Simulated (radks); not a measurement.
Values are calculated unless marked as measured or tabulated.
Species: Sb. Configuration: [Kr] 4d10 5s2 5p3. Code: a radial shooting solver on a logarithmic mesh with Libxc functionals. Model: Dirac Kohn-Sham, Slater X-alpha with alpha = 0.653, spin-unpolarised, spherical densities, finite nucleus; open shells fill j = l - 1/2 first; Fermi nuclear charge, rms radius 4.6802 fm.

Normalised radial functions P(r) = r R(r) (large component), r in bohr:

r           4p1/2    4p3/2    5p3/2
0.00276    0.0105   0.0052   0.0013
0.003711   0.0161   0.0090   0.0023
0.00495    0.0248   0.0154   0.0040
0.006655   0.0388   0.0264   0.0068
0.008947   0.0607   0.0446   0.0115
0.01203    0.0943   0.0736   0.0190
0.01617    0.1438   0.1182   0.0306
0.02157    0.2106   0.1807   0.0467
0.029      0.2973   0.2652   0.0686
0.03899    0.3905   0.3611   0.0933
0.05242    0.4583   0.4401   0.1136
0.07048    0.4443   0.4481   0.1152
0.09401    0.2889   0.3218   0.0819
0.1264    -0.0424   0.0165   0.0021
0.1699    -0.4553  -0.3941  -0.1039
0.2285    -0.7006  -0.6765  -0.1732
0.3047    -0.5102  -0.5503  -0.1316
0.4097     0.1590   0.0665   0.0381
0.5508     0.9277   0.8408   0.2282
0.7405     1.2606   1.2331   0.2614
0.9956     1.0113   1.0417   0.0610
1.328      0.5397   0.5847  -0.2565
1.785      0.1830   0.2107  -0.5284
2.4        0.0372   0.0463  -0.6249
3.227      0.0040   0.0055  -0.5419
4.339      0.0002   0.0003  -0.3621
5.787      0.0000   0.0000  -0.1886
7.78       0.0000   0.0000  -0.0704
10.46      0.0000   0.0000  -0.0178

4p1/2: eigenvalue -105.40 eV, 2 radial nodes at r = 0.122, 0.386 bohr, <r> = 0.833 bohr, 90 % of the charge inside 1.22 bohr. 4p3/2: eigenvalue -96.742 eV, 2 radial nodes at r = 0.128, 0.399 bohr, <r> = 0.863 bohr, 90 % of the charge inside 1.27 bohr. 5p3/2: eigenvalue -3.578 eV, 3 radial nodes at r = 0.127, 0.388, 1.06 bohr, <r> = 3.06 bohr, 90 % of the charge inside 4.73 bohr.
